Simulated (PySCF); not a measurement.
TaF4, SMILES [Ta+]([F])([F])([F])[F], charge +1, multiplicity 1. Coordinates come from a B3LYP-D3(BJ)/def2-SVP optimisation. The spin state was assumed, not searched. The isomer is the one that the SMILES or the coordinates give; other isomers of the formula were not compared. The def2 effective core potentials stand for the cores of Ta; spin–orbit coupling is left out.

Computed with B3LYP-D3(BJ)/def2-SVP (PySCF).

Harmonic wavenumbers (cm⁻¹): 172, 172, 172, 192, 192, 787, 792, 792, 792. Rotational constants (GHz): 3.013, 3.013, 3.013; symmetry number 12.

**Question.** Work out the zero-point energy and the ideal-gas rigid-rotor harmonic-oscillator thermochemistry at 298.15 K and 1 atm.

**Answer.** ZPE = ½ Σ hcν = ½ × 4064 cm⁻¹ = 24.31 kJ/mol. H − E(el) = 42.86 kJ/mol. Entropy in J/(mol K): translation 177.95, rotation 91.75, vibration 52.36, total 322.05. G − E(el) = -53.16 kJ/mol. Cp = 83.45 J/(mol K).
